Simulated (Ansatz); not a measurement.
Geometry optimisation, RKS B3LYP/def2-SVP in Ansatz 0.2.0.

input.yaml

```yaml
crystal:
  periodic: [false, false, false]
  atoms:
    - { symbol: C, position_ang: [0.5224, -1.7977, -0.253] }
    - { symbol: O, position_ang: [-0.3645, -0.6022, -0.348] }
    - { symbol: C, position_ang: [0.1874, 0.5073, 0.212] }
    - { symbol: C, position_ang: [-0.3442, 1.6911, 0.2746] }
    - { symbol: O, position_ang: [-1.6856, 1.803, -0.2642] }
    - { symbol: Br, position_ang: [0.3527, 3.2061, 1.0487] }
    - { symbol: H, position_ang: [-0.0271, -2.5857, -0.7303] }
    - { symbol: H, position_ang: [0.7113, -1.9974, 0.7735] }
    - { symbol: H, position_ang: [1.4171, -1.5746, -0.7627] }
    - { symbol: H, position_ang: [0.72694, 1.49926, 0.33746] }
    - { symbol: H, position_ang: [-1.922, 0.9284, -0.578] }
basis:
  gaussian: { orbitals: def2-SVP }
hamiltonian:
  xc: b3lyp
relax:
  f_tol: 0.02
  max_steps: 50
```

Run as:

```bash
$ ansatz run input.yaml --threads 2 --pin off --max-ram 3072MiB --backend cpu --events-out ev --progress --plain --runs-dir out
```

Q: Where does it end, and by what steps?

A: The forces met the threshold. After 14 steps the energy has fallen by 5.724 eV; H10 moved furthest, 1.03 Å. The start is strongly strained (largest force component 12 eV/Å), so its close contacts needn't be bonds. Parted: C4–H10, Br6–H10.

| step | energy less start (eV) | largest force component (eV/Å) | accepted |
| --- | --- | --- | --- |
| 0 | 0.0000 | 11.731 | yes |
| 1 | -2.0040 | 7.362 | yes |
| 2 | -3.4830 | 3.963 | yes |
| 3 | -4.4510 | 2.479 | yes |
| 4 | -5.0606 | 1.718 | yes |
| 5 | -5.4712 | 1.131 | yes |
| 6 | -5.5909 | 1.242 | yes |
| 7 | -5.6235 | 0.929 | yes |
| 8 | -5.7051 | 0.343 | yes |
| 9 | -5.7168 | 0.147 | yes |
| 10 | -5.7211 | 0.091 | yes |
| 11 | -5.7229 | 0.072 | yes |
| 12 | -5.7235 | 0.043 | yes |
| 13 | -5.7238 | 0.021 | yes |
| 14 | -5.7238 | 0.011 | yes |

```xyz
11
Properties=species:S:1:pos:R:3
C 0.427 -1.616 -0.245
O -0.120 -0.386 -0.684
C 0.376 0.734 -0.060
C -0.504 1.693 0.276
O -1.832 1.605 0.076
Br 0.045 3.336 1.032
H -0.027 -2.411 -0.853
H 0.210 -1.804 0.823
H 1.523 -1.640 -0.390
H 1.455 0.819 0.092
H -1.978 0.745 -0.358
```

The run took 36 s on 2 threads of Intel(R) Xeon(R) 6975P-C (Granite Rapids) (shared host), peak memory 0.35 GiB.
